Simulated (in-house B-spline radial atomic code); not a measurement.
A radial electron density 4πr²n(r) was computed for an atom or ion in its tabulated ground configuration with an all-electron radial atomic-structure program (B-spline basis); method: non-relativistic Hartree-Fock, average of configuration. Columns: r (bohr), 4πr²n(r) (electrons per bohr), bar.

```
 0.00171    1.135 #
 0.00207    1.619 #
 0.00251    2.305 ##
 0.00304    3.251 ###
 0.00369    4.565 ####
 0.00447    6.323 #####
 0.00542    8.667 #######
 0.00656    11.67 ##########
 0.00795    15.47 #############
 0.00963    20.06 ################
  0.0117    25.44 #####################
  0.0141       31 #########################
  0.0171    36.65 ##############################
  0.0208    41.53 ##################################
  0.0252    44.64 ####################################
  0.0305    45.42 #####################################
  0.0369    43.84 ####################################
  0.0448    40.73 #################################
  0.0542    38.11 ###############################
  0.0657    38.12 ###############################
  0.0796    42.01 ##################################
  0.0965    48.59 ########################################
   0.117    54.05 ############################################
   0.142    54.05 ############################################
   0.172    47.38 #######################################
   0.208    37.95 ###############################
   0.252    32.01 ##########################
   0.305    33.01 ###########################
    0.37    37.52 ###############################
   0.448     38.4 ###############################
   0.543    32.02 ##########################
   0.658    21.12 #################
   0.798    11.06 #########
   0.967    4.966 ####
    1.17    2.283 ##
    1.42    1.136 #
    1.72   0.5021 
    2.08   0.1556 
    2.53   0.0273 
    3.06 0.002663 
    3.71 0.0001171 
    4.49 2.112e-06
```

Which atom or ion is it?
A. Br8+
B. Zr9+
C. Sr8+
D. Rb8+

D. The area under the curve, ∫4πr²n dr = ∫r·4πr²n d(ln r) on this logarithmic grid, is 29 electrons, which only this option has. The configuration is [Ar] 3d10 4s1.
